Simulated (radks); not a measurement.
Excited configurations of Ho2+: one electron is placed in a higher orbital outside [Xe] 4f10. The ground configuration is [Xe] 4f11. Method: Dirac Kohn-Sham, PBE, spin-unpolarised, spherical densities, finite nucleus; open shells fill j = l - 1/2 first; Fermi nuclear charge, rms radius 5.2022 fm; computed with a radial shooting solver on a logarithmic mesh with Libxc functionals. Excitation = E - E(ground); binding = E(ion) - E, where the ion is the core of charge +3; n* = 3/sqrt(2 binding) in atomic units, and the quantum defect is n - n*.

| outer orbital | excitation (eV) | binding (eV) | n* | <r> (bohr) |
|---|---|---|---|---|
| 5f5/2 | 17.432 | 7.909 | 3.935 | 5.704 |
| 6s1/2 | 5.245 | 20.096 | 2.468 | 3.207 |
| 6p1/2 | 9.615 | 15.726 | 2.790 | 3.772 |
| 6d3/2 | 15.645 | 9.696 | 3.554 | 5.563 |
| 6f5/2 | 20.043 | 5.297 | 4.808 | 9.776 |
| 7s1/2 | 15.097 | 10.244 | 3.457 | 6.181 |
| 7p1/2 | 16.708 | 8.633 | 3.766 | 7.041 |
| 7d3/2 | 19.337 | 6.004 | 4.516 | 9.551 |
| 7f5/2 | 21.604 | 3.737 | 5.724 | 14.85 |

The Delta-SCF ionisation energy is 25.341 eV (NIST Atomic Spectra Database: 22.79 eV, semi-empirical). Self-interaction in the functional shifts the binding energies and quantum defects, so they are the method's values and not measured ones. Spin polarisation and multiplet splitting are left out, so open shells lie too high by an amount that depends on their filling.

Beside tabulated values, note that spin-unpolarised runs miss the spin-polarisation part of the exchange energy of open shells.
